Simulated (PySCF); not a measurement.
## NMR data sheet: C5H7FSi

* Formula: C5H7FSi
* SMILES: CC#C[C@]1(F)C[SiH2]1
* InChI: InChI=1S/C5H7FSi/c1-2-3-5(6)4-7-5/h4,7H2,1H3/t5-/m1/s1
* Point group of the computed structure: C1
* Degrees of unsaturation: 3
* Carbon signals: 5
* Proton signals: 5

Atoms are numbered as in `[CH3:1][C:2]#[C:3][C@:4]1([F:5])[CH2:6][SiH2:7]1` (H(Xn): hydrogen on atom n). Ha(C6), Ha(Si7) are pro-R; Hb(C6), Hb(Si7) are pro-S.

No solvent, rapidly exchanging positions averaged, one computed conformer, relativity neglected. Geometry: GFN2-xTB; σ from GIAO-PBE0/pcSseg-1; PySCF 2.14.

δ = σ(ref) − σ, references computed at the same level: ¹H, ¹³C, ²⁹Si vs TMS; ¹⁹F against CFCl3.

| carbon | δC, type | δH (multiplicity) | HMBC from (2–3 bonds) | span of the C tensor (ppm) |
| --- | --- | --- | --- | --- |
| C1 | 5.6, CH3 | 2.16 (s) | – | 22 |
| C2 | 97.4, C | – | H(C1) | 209 |
| C3 | 84.5, C | – | Ha(Si7), Hb(Si7), H(C1), Ha(C6), Hb(C6) | 281 |
| C4 | 75.5, C | – | Ha(Si7), Hb(Si7), Ha(C6), Hb(C6) | 149 |
| C6 | 13.3, CH2 | Hb(C6) 1.13 (m); Ha(C6) 1.39 (m) | Ha(Si7), Hb(Si7) | 64 |

Other nuclei:
```json
{"atoms": "Ha(Si7)", "nucleus": "¹H", "environment": "hydrogen on a silicon bonded to 2 C, in a 3-membered ring", "δ (ppm)": "3.27", "σ (ppm)": "28.45"}
{"atoms": "Hb(Si7)", "nucleus": "¹H", "environment": "hydrogen on a silicon bonded to 2 C, in a 3-membered ring", "δ (ppm)": "2.89", "σ (ppm)": "28.83"}
{"atoms": "F5", "nucleus": "¹⁹F", "environment": "fluorine on an sp3 carbon", "δ (ppm)": "-215.2", "σ (ppm)": "386.2"}
{"atoms": "Si7", "nucleus": "²⁹Si", "environment": "silicon bonded to 2 C, 2 H, in a 3-membered ring", "δ (ppm)": "-129.1", "σ (ppm)": "478.3"}
```

- Carbon types of the structure: 3 × C, 1 × CH2, 1 × CH3, leaving 2 H on heteroatoms.
- δC 97.4, 84.5: alkyne carbon; sp carbons lie upfield of alkene carbons because the cylindrical π system leaves one tensor component strongly shielded.
- δC 75.5, 13.3: three-membered-ring carbon.
- δC 5.6: propargylic methyl carbon; aliphatic region, no heteroatom directly attached.
- δH 2.16: hydrogen on a propargylic methyl carbon.
- δH 1.39, 1.13: hydrogen on a three-membered-ring carbon; cyclopropane-type protons are shielded by the ring.

Splittings by ¹⁹F in the carbon and heteronuclear signals aren't shown, as no couplings were computed. Shifts are as computed. Against solution values, carbons near 30 ppm lie about +3 ppm off and those near 130 ppm about +5 ppm. Of 1211 compounds with measured shifts, 218 miss one by over three times the rms of a fit or turn the order of signals round; such compounds aren't used in these exercises. Unscaled 19F shifts against computed CFCl3 carry errors that often reach 10 to 50 ppm. Multiplicities follow the n + 1 count of equivalent neighbours, as no J values were calculated; m marks all less simple cases, F and P coupling included.
